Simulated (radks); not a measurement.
Task: Ru, configuration [Ar] 3d10 4s2 4p5.5 4d7 5s1.5 (fractional occupations, a model configuration). All-electron calculation, Dirac Kohn-Sham, PBE, spin-unpolarised, spherical densities, point nucleus; open shells are shared between the two j in proportion to 2j + 1. Program: a radial shooting solver on a logarithmic mesh with Libxc functionals. Some entries of the table are withheld. Estimate them.

| orbital | occ. | eigenvalue (Ry) | r(max) (bohr) |
|---|---|---|---|
| 1s1/2 | 2 | -1611.803 | 0.02171 |
| 2s1/2 | 2 | -231.8836 | 0.1230 |
| 2p1/2 | 2 | (1) | 0.09548 |
| 2p3/2 | 4 | (2) | 0.09947 |
| 3s1/2 | 2 | -41.01896 | 0.3618 |
| 3p1/2 | 2 | -34.18906 | 0.3486 |
| 3p3/2 | 4 | -32.55602 | 0.3581 |
| 3d3/2 | 4 | -20.46947 | 0.2995 |
| 3d5/2 | 6 | -20.15129 | 0.3023 |
| 4s1/2 | 2 | -5.78289 | 0.9133 |
| 4p1/2 | 1.83333 | -3.74361 | (3) |
| 4p3/2 | 3.66667 | -3.49193 | (4) |
| 4d3/2 | 2.8 | -0.51337 | (5) |
| 4d5/2 | 4.2 | -0.48794 | (6) |
| 5s1/2 | 1.5 | -0.34797 | 2.670 |
| 5p1/2 | 0 | -0.08884 | (7) |
| 5p3/2 | 0 | -0.07984 | (8) |

Result: 
(1) 2p1/2 eigenvalue (Ry): -214.2787
(2) 2p3/2 eigenvalue (Ry): -204.6550
(3) 4p1/2 r(max) (bohr): 0.9640
(4) 4p3/2 r(max) (bohr): 0.9885
(5) 4d3/2 r(max) (bohr): 1.191
(6) 4d5/2 r(max) (bohr): 1.203
(7) 5p1/2 r(max) (bohr): 3.635
(8) 5p3/2 r(max) (bohr): 3.783
